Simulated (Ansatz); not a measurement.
Consider the redistribution: `[NH2][GeH2][NH][GeH2][NH2]` + `N[SiH](F)F` → `[NH2][GeH2][F]` + `[NH2][GeH2][NH][SiH](N)F`.

Computed with Ansatz on PBE0-D4/def2-TZVP structures; ΔE is electronic, products minus reactants. CBS: MP2 limit from def2 TZ/QZ plus the TZ coupled-cluster correction, frozen cores. This one scheme is used for every species. DFT in def2-TZVPP. B3LYP here is the variant with VWN-RPA as its local correlation; programs differ in this. For Ge outer-core shells are correlated without core-valence functions, which leaves a few kJ/mol of doubt a bond. Scalar relativity is left out up to krypton. One conformer a species, not always the lowest.

```tsv
level	ΔE (kJ/mol)	difference from CCSD(T)/CBS
PBE-D4	5.9	-11.2
B3LYP-D4	8.2	-8.9
ωB97M-V	9.4	-7.7
B2PLYP	12.5	-4.6
r2SCAN	9.9	-7.2
PBE0	9.4	-7.7
B3LYP	9.4	-7.7
HF/def2-TZVPP	16.4	-0.7
CCSD/def2-TZVPP	18.0	0.9
CCSD(T)/def2-TZVPP	17.5	0.4
HF/def2-QZVPP	15.9	-1.2
MP2/def2-QZVPP	17.8	0.7
SCS-MP2/def2-QZVPP	16.9	-0.2
HF/CBS(def2)	15.8	-1.3
MP2/CBS(def2)	17.8	0.7
CCSD/CBS(def2)	17.6	0.5
CCSD(T)/CBS	17.1	0
```

Largest T1 diagnostic among the species: 0.011.
